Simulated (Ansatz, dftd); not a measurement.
Species: SiAsH5, charge 0, singlet. SiAsH5 (silylarsane, SMILES [SiH3][AsH2]).
B3LYP-D3(BJ)/def2-TZVP minimum from Ansatz (an electronic-structure program):
```
Si
H 1 1.4808
H 1 1.4816 2 109.10
H 1 1.4816 2 109.10 3 118.86
As 1 2.3823 2 113.48 3 -120.57
H 5 1.5257 1 92.38 2 46.18
H 5 1.5257 6 92.27 1 92.48
```

Wanted: atomisation energy (electronic, to ground-state atoms), in kcal/mol. Radicals and triplets start from unrestricted determinants; spin-orbit coupling is neglected. Correlated methods leave the cores frozen (noble-gas shells, and filled d and f shells in the p block). No relativity. CBS(X,Y): correlation extrapolated as X^-3, Hartree-Fock from the larger set. A bracket is a step between two methods taken in the basis named. Double hybrids freeze cores in their MP2 part. For partners of very few electrons the exact lower level stands in for a higher one.

| level | program | atomisation energy (kcal/mol) |
|---|---|---|
| B3LYP/def2-TZVPD | Ansatz | 436.4 |
| B2GP-PLYP-D3(BJ)/def2-TZVPD | Ansatz + dftd3 | 429.4 |
| B2GP-PLYP/def2-TZVPD | Ansatz | 426.2 |
| CCSD/def2-SVP | Ansatz | 399.2 |
| CCSDT(Q)/def2-SVP | Ansatz | … |
| CCSD(T)/CBS(def2-TZVPP,def2-QZVPP) + [CCSDT(Q) - CCSD(T)]/def2-SVP | Ansatz | 436.9 |
| CCSD(T)/CBS(def2-TZVPP,def2-QZVPP) + [CCSDT(Q) - CCSD(T)]/def2-TZVPP | Ansatz | 436.7 |

Q: What belongs in the gaps?

A: 
- CCSDT(Q)/def2-SVP, atomisation energy (kcal/mol): 402.9
